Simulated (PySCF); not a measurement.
```xyz
5
charge 0 multiplicity 2, angstrom
Li    0.0000    0.7474    1.5434
Li    0.0000   -1.5177    0.0000
Li    0.0000    0.7474   -1.5434
Li   -2.5889    0.0114    0.0000
Li    2.5889    0.0114    0.0000
```

Method: PySCF, UPBE, basis Li def2-SVP (no relativity, density fitting).

This geometry of Li₅ is a stationary point at this level.

(1) What is the point group?

(2) Is it a minimum?

(3) Which band is strongest in the infrared?

(4) Give the ideal-gas entropy at 298.15 K and 1 bar by parts.

## Answers

(1) C2v.

(2) Yes: all harmonic wavenumbers are real.

(3) 202 cm⁻¹, 11 km/mol.

(4) translation 153.2, rotation 99.6, vibration 82.6, spin 5.8; total 341.1 J/(mol K).

The determinant is spin-contaminated (⟨S²⟩ = 0.96, pure value 0.75). The spin densities have lower symmetry than the nuclear frame, so modes carry no symmetry labels. Only a few start shapes were tried, so a lower isomer may exist.
